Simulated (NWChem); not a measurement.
Molecule: C3H4O2; SMILES O=C1COC1

```xyz
9

O      0.0000     0.0000     1.8667
C      0.0000     0.0000     0.6638
C      0.0000     1.0535    -0.4536
O      0.0000     0.0000    -1.4384
C      0.0000    -1.0535    -0.4536
H      0.9065     1.7022    -0.4916
H     -0.9065     1.7022    -0.4916
H      0.9065    -1.7022    -0.4916
H     -0.9065    -1.7022    -0.4916
```
Atoms are numbered in this order, from 1.

Program: NWChem. Pople sets run with spherical d functions. The geometry was optimised at PBE-D3(BJ)/def2-SVP. Level MN15/6-31G*: energy and gradient on several grids; changes count from the extra-fine grid, which is no exact limit either.

Q: Which is the coarsest grid (coarse; xfine; medium; xcoarse; fine) from which on the energy stays within 100 μHa and each gradient component within 200 μHa/bohr of xfine?

A: medium.
```json
[
 {"grid": "xcoarse", "size of the energy change (μHa)": "20000", "largest change of a gradient component (μHa/bohr)": "4000", "time, medium = 1 (rough)": "about 1"},
 {"grid": "coarse", "size of the energy change (μHa)": "400", "largest change of a gradient component (μHa/bohr)": "100", "time, medium = 1 (rough)": "about 1"},
 {"grid": "medium", "size of the energy change (μHa)": "< 10", "largest change of a gradient component (μHa/bohr)": "40", "time, medium = 1 (rough)": "about 1"},
 {"grid": "fine", "size of the energy change (μHa)": "< 10", "largest change of a gradient component (μHa/bohr)": "< 30", "time, medium = 1 (rough)": "about 1"},
 {"grid": "xfine", "size of the energy change (μHa)": "< 10", "largest change of a gradient component (μHa/bohr)": "< 30", "time, medium = 1 (rough)": "2"}
]
```
